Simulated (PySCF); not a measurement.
Job file and geometry (Å, from GFN2-xTB) of an NMR shielding run on SMILES CC(C)Cn1ncc(C#N)n1, C$_{7}$H$_{10}$N$_{4}$, GIAO PBE0/pcSseg-1 NMR shielding, non-relativistic, gas phase (PySCF); density fitting, a coarse starting grid and PySCF grid level 2 are the driver's defaults:

```
$ OMP_NUM_THREADS=1 python probes_run.py task.json out

{"job": {"kind": "nmr", "xc": "PBE0", "basis": "pcSseg-1"}, "charge": 0, "multiplicity": 1}
C     -1.430666    -1.090083     0.727583
C     -1.366342     0.409978     0.457071
C     -2.746897     0.959978     0.113094
C     -0.392631     0.707350    -0.694472
N      0.952332     0.375159    -0.332567
N      1.666249     1.126723     0.471495
C      2.816420     0.492760     0.602589
C      2.745130    -0.683624    -0.170354
C      3.727096    -1.671757    -0.341087
N      4.554595    -2.456778    -0.450939
N      1.538459    -0.711330    -0.743194
H     -1.811769    -1.617353    -0.144489
H     -0.447143    -1.489168     0.964501
H     -2.089494    -1.293816     1.567905
H     -0.991598     0.921055     1.350454
H     -2.707813     2.035103    -0.044358
H     -3.442440     0.757903     0.923281
H     -3.128815     0.491605    -0.791187
H     -0.421537     1.771231    -0.941744
H     -0.648848     0.112419    -1.572992
H      3.616790     0.869588     1.203640
```

**Question.** Write the output of this run.

**Answer.** 
```
coarse grid: 18056 points
cycle   1  E = -490.9315013588  dE =  2.002e+00  |g| = 6.735e-01  |ddm| = 4.320e+00
cycle   2  E = -490.7013468825  dE =  2.302e-01  |g| = 1.240e+00  |ddm| = 1.686e+00
cycle   3  E = -491.0301413550  dE = -3.288e-01  |g| = 1.985e-01  |ddm| = 1.169e+00
cycle   4  E = -491.0370395735  dE = -6.898e-03  |g| = 9.581e-02  |ddm| = 2.024e-01
cycle   5  E = -491.0386353357  dE = -1.596e-03  |g| = 3.830e-02  |ddm| = 9.172e-02
cycle   6  E = -491.0389546957  dE = -3.194e-04  |g| = 6.920e-03  |ddm| = 3.285e-02
cycle   7  E = -491.0389644903  dE = -9.795e-06  |g| = 2.545e-03  |ddm| = 7.237e-03
final grid: 176144 points
cycle   8  E = -491.1010209458  dE = -5.444e-05  |g| = 9.880e-03  |ddm| = 4.066e-02
cycle   9  E = -491.1009999400  dE =  2.101e-05  |g| = 1.368e-02  |ddm| = 2.017e-02
cycle  10  E = -491.1010430272  dE = -4.309e-05  |g| = 2.794e-03  |ddm| = 1.247e-02
cycle  11  E = -491.1010447815  dE = -1.754e-06  |g| = 6.585e-04  |ddm| = 2.426e-03
cycle  12  E = -491.1010448556  dE = -7.402e-08  |g| = 2.707e-04  |ddm| = 6.553e-04
cycle  13  E = -491.1010448687  dE = -1.318e-08  |g| = 1.048e-04  |ddm| = 2.636e-04
cycle  14  E = -491.1010448710  dE = -2.249e-09  |g| = 3.062e-05  |ddm| = 9.557e-05
cycle  15  E = -491.1010448712  dE = -1.878e-10  |g| = 6.758e-06  |ddm| = 2.810e-05
converged SCF energy = -491.1010448712

GIAO shielding tensors (ppm)
atom      isotropic    diamagn.    paramagn.     s11        s22        s33       span
  0 C      165.414     249.196     -83.782    152.046    159.655    184.541     32.496
  1 C      151.150     247.620     -96.471    140.804    149.468    163.178     22.374
  2 C      164.875     246.312     -81.437    149.305    156.782    188.538     39.234
  3 C      122.696     248.121    -125.425     97.618    116.181    154.289     56.671
  4 N      -19.192     333.849    -353.042   -132.578     -8.958     83.958    216.536
  5 N      -94.570     323.605    -418.175   -327.372   -127.856    171.518    498.891
  6 C       39.659     251.280    -211.621    -42.367     33.465    127.880    170.247
  7 C       60.966     255.218    -194.252    -17.662     72.340    128.221    145.883
  8 C       69.498     257.374    -187.877    -44.740    -39.155    292.388    337.128
  9 N      -59.524     340.136    -399.660   -231.994   -180.969    234.393    466.387
 10 N     -111.829     323.757    -435.585   -362.702   -136.445    163.662    526.365
 11 H       31.102      31.786      -0.684     27.949     28.643     36.713      8.763
 12 H       30.934      32.899      -1.964     24.707     32.087     36.010     11.303
 13 H       30.752      30.722       0.030     26.208     28.122     37.926     11.717
 14 H       29.570      33.220      -3.650     25.412     28.827     34.470      9.058
 15 H       30.441      29.000       1.441     25.731     28.155     37.436     11.705
 16 H       30.439      28.395       2.044     26.160     27.759     37.399     11.239
 17 H       30.941      29.443       1.498     27.113     29.182     36.529      9.416
 18 H       27.213      31.796      -4.584     22.885     27.830     30.923      8.038
 19 H       27.701      32.467      -4.766     23.863     28.562     30.677      6.814
 20 H       23.670      29.980      -6.310     21.473     23.535     26.001      4.529
```

**Question.** Turn these shieldings into chemical shifts. Shifts are taken against calculated references (same method and geometry level): ¹³C (σref 186.93), ¹H (σref 31.72) vs TMS; NH3 for ¹⁵N (σref 267.73).

**Answer.** Averaging equivalent atoms: C 6: 147.3; C 7: 126.0; C 8: 117.4; C 3: 64.2; C 1: 35.8; C 0/2: 21.8; N 10: 379.6; N 5: 362.3; N 9: 327.3; N 4: 286.9; H 20: 8.05; H 18/19: 4.26; H 14: 2.15; H 11/12/13/15/16/17: 0.95 ppm. Experimental scales use liquid or dissolved standards, which lie at an offset from isolated NH3 (liquid NH3: subtract about 20 ppm). Unscaled 15N shifts of sp2 nitrogen come out 20 to 40 ppm too high even then.

Size and cost of the density-fitted run: 237 basis functions, 51 s wall time on 1 thread of an Arm Neoverse V1, shared host; peak memory 1.1 GiB.
